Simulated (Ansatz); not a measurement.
A structure relaxed at PBE0-D4/def2-TZVP in Ansatz, charge 0, singlet:

Cartesian coordinates in Å:
```
Si -0.933 -0.858 -0.398
Si -0.021 1.282 -0.349
O 0.079 -0.056 0.971
O 0.876 -0.368 -0.225
```

Question: Give its formula and point group.

Answer: Si₂O₂. Point group C2v (tolerance 0.1 Å).

Question: Summarise the bond lengths by kind (pairs closer than 1.2 times the sum of covalent radii, bridged metal pairs left out).

Answer: 4 × O–Si 1.88 Å; 1 × Si–Si 2.33 Å; 1 × O–O 1.47 Å.

The structure holds 1 bond(s) between oxygen atoms. Another isomer (singlet) lies 5.98 eV lower at PBE0-D4/def2-TZVP; other spin states weren't run for this one.
